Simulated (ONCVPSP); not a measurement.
# cobalt (Co): variants of one ONCV potential

Base potential:

ONCVPSP 4.0.1 input, shortened (lines: element, Z, core and valence counts, functional; n l f; lmax; l rc ep ncon nbas qcut; lloc lpopt rc5 dvloc0; l nproj debl; icmod fcfact rcfact), PBEsol, scalar-relativistic:

```
  Co 27.00    3    4  -116133      upf
    1    0    2.00
    2    0    2.00
    2    1    6.00
    3    0    2.00
    3    1    6.00
    3    2    7.00
    4    0    2.00
    2
    0    1.15    0.00    4    7   11.30
    1    0.75    0.00    4    8    9.10
    2    1.45    0.00    3    7   12.80
    4    5    0.65    4.00
    0    2    1.90
    1    1    3.40
    2    2    2.00
    3    4.50    1.10
```

Cutoffs, loose and tight: the cutoffs (Ha) at which the residual kinetic energy of the hardest occupied pseudo-wave falls to 1 and 0.1 mHa per electron. They do not see the model core or the augmentation charge, which bear on the density cutoff. Test errors are all-electron minus pseudo excitation energies from the reference, over the configurations 3s2 3p6 3d7 4s1; 3s2 3p6 3d7 4s0; 3s2 3p6 3d6 4s0; 3s2 3p5 3d7 4s2. A dash means not determined; rows that change the core or the reference have their own tests.

| change | outcome | cutoff, loose | cutoff, tight | bound ghosts | GHOST(+) flags above zero | largest test error (meV) |
| --- | --- | --- | --- | --- | --- | --- |
| base | generated | 122 Ha | 340 Ha | none | s | -73 |
| core correction Teter function, fcfact 4.5, rcfact 0.98 | generated | 122 Ha | 340 Ha | none | s | -73 |
| core correction Teter function, fcfact 4.5, rcfact 1.12 | generated | 122 Ha | 340 Ha | none | s | -73 |
| core correction Teter function, fcfact 4.5, rcfact 1.34 | generated | 122 Ha | 340 Ha | none | s | -74 |
| core correction Teter function, fcfact 4.5, rcfact 1.48 | generated | 122 Ha | 340 Ha | none | s | -74 |
| core correction Teter function, fcfact 4.5, rcfact 1.7 | generated | 122 Ha | 340 Ha | none | s | -74 |
| core correction Teter function, fcfact 4.5, rcfact 1.86 | generated | 122 Ha | 340 Ha | none | s | -75 |
| core correction Teter function, fcfact 4.5, rcfact 2.02 | generated | 122 Ha | 340 Ha | none | s | -76 |

Reading the sweep of the rcfact (base included, trends over the rows without a ghost): The loose cutoff stays near 122 Ha. The median size of the test errors (rows with all tests solved) stays near 6.4 meV.
